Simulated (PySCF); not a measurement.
## Correlation energy of C⁺ (carbon, charge +1)

[He] 2s2 2p1, 2P determinant. Computed with PySCF 2.14 in 6-31G*, with the non-relativistic Hamiltonian (point nucleus). Frozen: 1s2; 3 electrons correlated.

MP2 pair energies summed by pair of shells (mhartree):

```tsv
pair	energy	share (%)
2s-2s	-26.25	61.5
2s-2p	-16.45	38.5
```

Total MP2 correlation energy: -42.70 mhartree.

Same-spin part -2.47 and opposite-spin part -40.23 mhartree; SCS-MP2 scales them by 1/3 and 6/5 to -49.10 mhartree.

| level | correlation energy (mhartree) |
| --- | --- |
| CCSD | -66.97 |
| (T) | -0.72 |
| CCSD(T) | -67.69 |

Diagnostics: T1 = 0.0078, D1 = 0.0138, largest double amplitude 0.138.

Question: Is a single reference adequate?

Answer: Mostly. T1 lies below 0.03, but a double amplitude of this size points to a near-degeneracy that CCSD handles and MP2 describes poorly.
